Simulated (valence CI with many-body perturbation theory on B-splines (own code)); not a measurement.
**Forbidden lines of Tb⁵⁹⁺**

Calculated by valence CI with perturbative core correlation (CI+MBPT): four valence electrons over a frozen Dirac-Fock core [He], a basis of 11 s, 11 p, 10 d, 8 f, 5 g, 2 h functions for each j, with the one-electron correlation potential Σ1, the two-electron term Σ2, the three-electron term Σ3, Breit, model QED; selected CI, second order for the rest, scaled by the run's own slope (own B-spline code, finite nucleus).

The last digits are not significant, and no measured levels were compared; by estimate large intervals hold to a few tenths of a per cent, small ones and those within an open d or f shell to about a per cent. Among the levels kept, up to 930 cm⁻¹ of a level comes from second order outside the variational space, and about a tenth of that is noise between levels of different J, which matters for small intervals.

Lines 51 to 87 of 87 in falling wavelength, among levels below 750.59 Ry, chosen from the decays that carry over 1 % of a level's rate. Wavelengths and rates use the calculated energies. Electric multipoles are in the length gauge, E1 and E2 with the static RPA response of the core. S is in atomic units (e²a₀⁴ for E2 and M2, e²a₀⁶ for E3), for M1 in squared Bohr magnetons. Weak lines are less certain than strong ones. Lines between different terms over intervals too small for the method are left out, as are lines whose strength nearly cancels. The highest levels of a list are the least certain.

Levels are named by their leading jj configuration (3d3/2^4 stands for four electrons in 3d with j = 3/2), which in mixed levels can hold well under half, so a name can repeat and another be missing. Letters in brackets count levels of one name in rising energy.

```csv
λ vac (Å),Upper,Lower,Type,A (s⁻¹),S (a.u.)
1.542,(2s^2 2p3/2 3p3/2) J=3,(2s^2 2p1/2 2p3/2) J=1,E2,4.63e+11,2.53e-05
1.541,(2s^2 2p3/2 3p3/2) J=2,(2s^2 2p1/2 2p3/2) J=2,E2,5.32e+11,2.06e-05
1.537,(2s^2 2p3/2 3p3/2) J=2,(2s^2 2p1/2 2p3/2) J=1,E2,2.34e+11,8.96e-06
1.536,(2s^2 2p3/2 3p3/2) J=0,(2s^2 2p1/2 2p3/2) J=2,E2,7.45e+11,5.70e-06
1.528,(2s 2p3/2^2 3d5/2) J=5,(2s 2p1/2 2p3/2^2) J=3,M2,8.62e+09,7.06e-07
1.528,(2s 2p1/2 2p3/2 3d5/2) J=5,(2s 2p1/2^2 2p3/2) J=2,E3,3.60e+09,2.45e-06
1.521,(2s^2 2p3/2 3d5/2) J=4,(2s^2 2p1/2 2p3/2) J=2,M2,1.30e+10,8.51e-07
1.521,(2s^2 2p3/2 3d5/2) J=4,(2s^2 2p1/2 2p3/2) J=2,E3,1.48e+09,7.96e-07
1.518,(2s^2 2p3/2 3d5/2) J=4,(2s^2 2p1/2 2p3/2) J=1,E3,2.52e+09,1.34e-06
1.498,(2p1/2 2p3/2^2 3d3/2) J=4,(2s 2p1/2 2p3/2^2) J=2 [b],E2,2.18e+12,1.32e-04
1.498,(2p1/2^2 2p3/2 3d3/2) J=2,(2s 2p1/2^2 2p3/2) J=1,E2,1.49e+12,5.03e-05
1.496,(2p1/2^2 2p3/2 3d3/2) J=3,(2s 2p1/2^2 2p3/2) J=1,E2,1.75e+12,8.22e-05
1.496,(2s 2p1/2 2p3/2 3d3/2) J=4,(2s^2 2p1/2 2p3/2) J=2,E2,1.66e+12,1.00e-04
1.494,(2s 2p1/2^2 3d3/2) J=2,(2s^2 2p1/2^2) J=0,E2,2.14e+12,7.12e-05
1.493,(2s 2p1/2 2p3/2 3d5/2) J=4 [a],(2s^2 2p1/2 2p3/2) J=2,E2,4.48e+11,2.67e-05
1.491,(2p1/2 2p3/2^2 3d5/2) J=4,(2s 2p1/2 2p3/2^2) J=2 [b],E2,3.36e+11,1.99e-05
1.489,(2p1/2 2p3/2^2 3d5/2) J=3,(2s 2p1/2 2p3/2^2) J=1 [a],E2,1.43e+12,6.55e-05
1.486,(2s 2p3/2^2 3d5/2) J=4 [a],(2s^2 2p3/2^2) J=2,E2,1.97e+12,1.15e-04
1.485,(2s 2p1/2 2p3/2 3d3/2) J=3 [c],(2s^2 2p1/2 2p3/2) J=2,E2,1.80e+12,8.14e-05
1.484,(2p1/2^2 2p3/2 3d3/2) J=2,(2s 2p1/2^2 2p3/2) J=2,E2,2.46e+12,7.91e-05
1.484,(2p1/2 2p3/2^2 3d3/2) J=4,(2s 2p1/2 2p3/2^2) J=3,E2,1.46e+12,8.42e-05
1.483,(2p1/2^2 2p3/2 3d3/2) J=3,(2s 2p1/2^2 2p3/2) J=2,E2,2.17e+12,9.75e-05
1.482,(2p1/2^2 2p3/2 3d3/2) J=1,(2s 2p1/2^2 2p3/2) J=2,E2,3.66e+12,7.01e-05
1.482,(2s 2p1/2 2p3/2 3d3/2) J=3 [c],(2s^2 2p1/2 2p3/2) J=1,E2,5.04e+11,2.25e-05
1.482,(2p1/2^2 2p3/2 3d3/2) J=0,(2s 2p1/2^2 2p3/2) J=2,E2,3.93e+12,2.51e-05
1.480,(2p1/2 2p3/2^2 3d3/2) J=1 [a],(2s 2p1/2 2p3/2^2) J=2 [a],E2,3.18e+12,6.05e-05
1.480,(2s 2p1/2 2p3/2 3d3/2) J=1 [c],(2s^2 2p1/2 2p3/2) J=1,E2,4.87e+12,9.27e-05
1.480,(2p1/2 2p3/2^2 3d3/2) J=2 [a],(2s 2p1/2 2p3/2^2) J=2 [a],E2,2.89e+12,9.15e-05
1.480,(2p1/2 2p3/2^2 3d3/2) J=0,(2s 2p1/2 2p3/2^2) J=2 [a],E2,3.38e+12,2.14e-05
1.477,(2p1/2 2p3/2^2 3d3/2) J=4,(2s 2p1/2 2p3/2^2) J=2 [a],E2,2.84e+11,1.60e-05
1.475,(2s 2p3/2^2 3d5/2) J=2 [b],(2s^2 2p3/2^2) J=0,E2,4.96e+12,1.55e-04
1.473,(2p1/2^2 2p3/2 3d5/2) J=4,(2s 2p1/2^2 2p3/2) J=2,E2,3.99e+12,2.22e-04
1.471,(2s 2p1/2 2p3/2 3d5/2) J=3 [c],(2s^2 2p1/2 2p3/2) J=1,E2,2.82e+12,1.21e-04
1.470,(2p1/2 2p3/2^2 3d5/2) J=4,(2s 2p1/2 2p3/2^2) J=2 [a],E2,3.72e+12,2.05e-04
1.470,(2p1/2 2p3/2^2 3d5/2) J=3,(2s 2p1/2 2p3/2^2) J=2 [a],E2,2.21e+12,9.48e-05
1.469,(2s 2p3/2^2 3d5/2) J=4 [b],(2s^2 2p3/2^2) J=2,E2,3.93e+12,2.16e-04
1.469,(2s 2p3/2^2 3d5/2) J=3 [b],(2s^2 2p3/2^2) J=2,E2,9.18e+11,3.92e-05
```
